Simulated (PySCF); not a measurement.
## Molecular orbitals of CsNa⁺

r²SCAN at R = 4.562 Å; Cs def2-SVPD with ECP46, Na def2-SVPD; scalar-relativistic core potentials (PySCF 2.14). State: ²Σ⁺ (doublet), unpaired electrons σ ↑. Only the outer orbitals are listed, counted within each symmetry, core potentials removing the inner ones.

```json
{"spin": "α", "orbital": "1π", "occ.": "1", "ε (eV)": "-33.45", "on Cs (%)": "0", "main shells (%)": "100 Na p"}
{"spin": "α", "orbital": "1π", "occ.": "1", "ε (eV)": "-33.45", "on Cs (%)": "0", "main shells (%)": "100 Na p"}
{"spin": "α", "orbital": "3σ", "occ.": "1", "ε (eV)": "-33.44", "on Cs (%)": "0", "main shells (%)": "100 Na p"}
{"spin": "α", "orbital": "4σ", "occ.": "1", "ε (eV)": "-32.23", "on Cs (%)": "100", "main shells (%)": "100 Cs s"}
{"spin": "α", "orbital": "2π", "occ.": "1", "ε (eV)": "-18.29", "on Cs (%)": "100", "main shells (%)": "100 Cs p"}
{"spin": "α", "orbital": "2π", "occ.": "1", "ε (eV)": "-18.29", "on Cs (%)": "100", "main shells (%)": "100 Cs p"}
{"spin": "α", "orbital": "5σ", "occ.": "1", "ε (eV)": "-18.23", "on Cs (%)": "100", "main shells (%)": "100 Cs p"}
{"spin": "α", "orbital": "6σ", "occ.": "1", "ε (eV)": "-6.49", "on Cs (%)": "26", "main shells (%)": "66 Na s, 16 Cs s"}
{"spin": "α", "orbital": "7σ", "occ.": "0", "ε (eV)": "-4.46", "on Cs (%)": "64", "main shells (%)": "68 Cs s, 27 Na s, 8 Na p"}
{"spin": "α", "orbital": "3π", "occ.": "0", "ε (eV)": "-3.90", "on Cs (%)": "38", "main shells (%)": "61 Na p, 24 Cs d, 14 Cs p"}
{"spin": "α", "orbital": "3π", "occ.": "0", "ε (eV)": "-3.90", "on Cs (%)": "38", "main shells (%)": "61 Na p, 24 Cs d, 14 Cs p"}
{"spin": "β", "orbital": "1π", "occ.": "1", "ε (eV)": "-33.39", "on Cs (%)": "0", "main shells (%)": "100 Na p"}
{"spin": "β", "orbital": "1π", "occ.": "1", "ε (eV)": "-33.39", "on Cs (%)": "0", "main shells (%)": "100 Na p"}
{"spin": "β", "orbital": "3σ", "occ.": "1", "ε (eV)": "-33.37", "on Cs (%)": "0", "main shells (%)": "100 Na p"}
{"spin": "β", "orbital": "4σ", "occ.": "1", "ε (eV)": "-32.21", "on Cs (%)": "100", "main shells (%)": "100 Cs s"}
{"spin": "β", "orbital": "2π", "occ.": "1", "ε (eV)": "-18.28", "on Cs (%)": "100", "main shells (%)": "100 Cs p"}
{"spin": "β", "orbital": "2π", "occ.": "1", "ε (eV)": "-18.28", "on Cs (%)": "100", "main shells (%)": "100 Cs p"}
{"spin": "β", "orbital": "5σ", "occ.": "1", "ε (eV)": "-18.21", "on Cs (%)": "100", "main shells (%)": "100 Cs p"}
{"spin": "β", "orbital": "6σ", "occ.": "0", "ε (eV)": "-5.15", "on Cs (%)": "24", "main shells (%)": "71 Na s, 19 Cs s"}
{"spin": "β", "orbital": "7σ", "occ.": "0", "ε (eV)": "-3.99", "on Cs (%)": "62", "main shells (%)": "67 Cs s, 28 Na s, 10 Na p"}
{"spin": "β", "orbital": "3π", "occ.": "0", "ε (eV)": "-3.53", "on Cs (%)": "27", "main shells (%)": "73 Na p, 14 Cs p, 12 Cs d"}
```

Q: Which are the highest filled and the lowest empty level, where do they sit, and how wide is the gap?

A: Highest filled α 6σ at -6.49 eV (in %: 66 Na s, 16 Cs s); lowest empty β 6σ at -5.15 eV (in %: 71 Na s, 19 Cs s); the gap at r²SCAN is 1.34 eV.

| Item | Value |
| --- | --- |
| bond order (Mayer) | 0.38 |
| ⟨S²⟩ | 0.750 |
| charge on Cs (Mulliken, basis-dependent) | 0.74 |
| charge on Cs (Löwdin, basis-dependent) | 0.69 |
| dipole moment (positive dipole points towards Na; it is taken about the centre of mass and depends on that origin) | 2.75 D |

Spin–orbit coupling is left out. The state is the lowest determinant that a PBE0 search found; another state may lie lower at other levels.
